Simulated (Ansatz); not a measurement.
Ideal-gas functions of CH$_{3}$F$_{3}$SeSi (`C[Se][Si](F)(F)F`) at 400 K and 1 bar, from an Ansatz frequency run at PBE0-D4/def2-TZVP.

Molar mass 179.08 g/mol, point group Cs (symmetry number 1), electronic degeneracy 1, moments of inertia 172.908, 389.524, 439.599 u Å². Harmonic wavenumbers (cm⁻¹, unscaled): 36, 110, 111, 187, 211, 275, 319, 335, 495, 601, 856, 924, 938, 966, 989, 1312, 1465, 1471, 3087, 3190, 3197.

Use S(trans) = R[1.5 ln M + 2.5 ln T − 1.1517]; rotational temperatures θ = 24.2544 K / I; S(rot) = R[ln(√π/σ · √(T³/θAθBθC)) + 1.5]; for each mode x = 1.438777 ν̃/T, S = R[x/(eˣ − 1) − ln(1 − e⁻ˣ)] and H = RT x/(eˣ − 1); 1 cm⁻¹ = 0.0119627 kJ/mol; R = 8.31446 J/(mol·K).

Problem. By hand: the entropy, in J/(mol·K).

Solution. Translation 179.7. Rotation: θ = 0.1403, 0.0623, 0.0552 K, giving 123.7. Vibration, mode by mode: 25.32, 16.08, 16.00, 11.77, 10.80, 8.74, 7.61, 7.25, 4.54, 3.36, 1.63, 1.34, 1.28, 1.18, 1.11, 0.43, 0.27, 0.26, 0.00, 0.00, 0.00, in all 119.0. Electronic 0.0. Sum 422.4 J/(mol·K).

Problem. By hand: H − E and G − E in kJ/mol, counted from the electronic energy.

Solution. Zero-point energy ½ × 21075 × 0.0119627 = 126.1; thermal vibration 23.0; translation, rotation and pV give 4 RT = 13.3. H − E = 162.4 kJ/mol, and G − E = 162.4 − 400 × 422.4/1000 = -6.6 kJ/mol.

Vibration gives 28 % of the entropy, 57.4 J/(mol·K) of it from the modes under 150 cm⁻¹: soft modes count most, and the harmonic formula is weakest for them. The sum counts one conformer and one mirror image; others add a mixing term.
